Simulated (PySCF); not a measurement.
Species: C₂H₅GeP.
Bonds: C1–C2 (triple), C2–Ge3, Ge3–P4. Hydrogens: H5 on C1; H6, H7 on Ge3; H8, H9 on P4.

Jobs on this species (9 atoms, 64 electrons) with PySCF (density fitting). Hardware of each: one thread of an Arm Neoverse V2, shared host. Other jobs ran on the host; a repeat could differ by tens of per cent or more. Peak memory is the resident size of the whole Python process, interpreter and libraries included.

```json
{"level and settings": "delta-SCF UKS PBE, pcX-2 on the ionised atom, pcseg-1 elsewhere, spin-free X2C", "work": "ΔSCF core ionisation, 4 holes", "basis functions": "140", "SCF cycles": "?", "wall time": "?", "peak memory": "?"}
{"level and settings": "delta-SCF UKS B3LYP, pcX-2 on the ionised atom, pcseg-1 elsewhere, spin-free X2C", "work": "ΔSCF core ionisation, 4 holes", "basis functions": "140", "SCF cycles": "?", "wall time": "?", "peak memory": "?"}
{"level and settings": "delta-SCF UKS PBE0, pcX-2 on the ionised atom, pcseg-1 elsewhere, spin-free X2C", "work": "ΔSCF core ionisation, 4 holes", "basis functions": "140", "SCF cycles": "59", "wall time": "18 s", "peak memory": "0.51 GiB"}
{"level and settings": "delta-SCF UKS SCAN, pcX-1 on the ionised atom, pcseg-1 elsewhere, spin-free X2C", "work": "ΔSCF core ionisation, 4 holes", "basis functions": "120", "SCF cycles": "67", "wall time": "11 s", "peak memory": "0.52 GiB"}
{"level and settings": "delta-SCF UKS SCAN, pcX-2 on the ionised atom, pcseg-1 elsewhere, spin-free X2C", "work": "ΔSCF core ionisation, 4 holes", "basis functions": "140", "SCF cycles": "69", "wall time": "13 s", "peak memory": "0.46 GiB"}
{"level and settings": "PBE0-D3(BJ)/def2-SVP, grid level 1", "work": "geometry optimisation from a GFN2-xTB start shaken at random", "basis functions": "103", "SCF cycles": "34", "wall time": "16 s", "peak memory": "0.43 GiB"}
{"level and settings": "delta-SCF UKS SCAN, pcX-2 on the ionised atom, pcseg-1 elsewhere, non-relativistic", "work": "ΔSCF core ionisation, 4 holes", "basis functions": "140", "SCF cycles": "68", "wall time": "13 s", "peak memory": "0.52 GiB"}
{"level and settings": "delta-SCF UKS HF, pcX-2 on the ionised atom, pcseg-1 elsewhere, spin-free X2C", "work": "ΔSCF core ionisation, 4 holes", "basis functions": "140", "SCF cycles": "59", "wall time": "12 s", "peak memory": "0.52 GiB"}
{"level and settings": "delta-SCF UKS SCAN, def2-TZVP on the ionised atom, pcseg-1 elsewhere, spin-free X2C", "work": "ΔSCF core ionisation, 4 holes", "basis functions": "117", "SCF cycles": "68", "wall time": "12 s", "peak memory": "0.52 GiB"}
```

Q: Fill in the missing figures.

A: 
- delta-SCF UKS PBE, pcX-2 on the ionised atom, pcseg-1 elsewhere, spin-free X2C; ΔSCF core ionisation, 4 holes: 8.5 s, 0.51 GiB, 66 SCF cycles
- delta-SCF UKS B3LYP, pcX-2 on the ionised atom, pcseg-1 elsewhere, spin-free X2C; ΔSCF core ionisation, 4 holes: 18 s, 0.51 GiB, 60 SCF cycles

Q: What do all jobs in the table cost together?

A: About 2.0 min; the longest takes about 15 % of that, and about 2.1 times as long as the shortest.
